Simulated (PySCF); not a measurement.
## Te₂, PBE0: how much the basis matters

PySCF, UKS reference; triplet, unpaired electrons π ↑↑; De to Te + Te without counterpoise correction.

```csv
basis,relativity,functions,Re (Å),ωe (cm⁻¹),De (eV)
def2-SVP,scalar-relativistic core potentials,52,2.564,262,2.97
cc-pVTZ-PP,scalar-relativistic core potentials,78,2.547,265,3.05
x2c-TZVPPall,spin-free X2C,120,2.547,264,3.06
```

**Question.** How does each smaller set differ from the one with most functions, x2c-TZVPPall?

**Answer.** def2-SVP: +1.7 pm, -0.8 % in ωe, -0.09 eV in De; cc-pVTZ-PP: +0.0 pm, +0.4 % in ωe, -0.01 eV in De. All at PBE0; the set with most functions is neither the basis-set limit nor always the best. The rows treat relativity differently, so the differences are not basis effects alone.

These are scalar-relativistic numbers at best; spin–orbit coupling would shift them, the dissociation energy most. The state is the lowest determinant that a PBE0 search found; another state may lie lower at other levels.
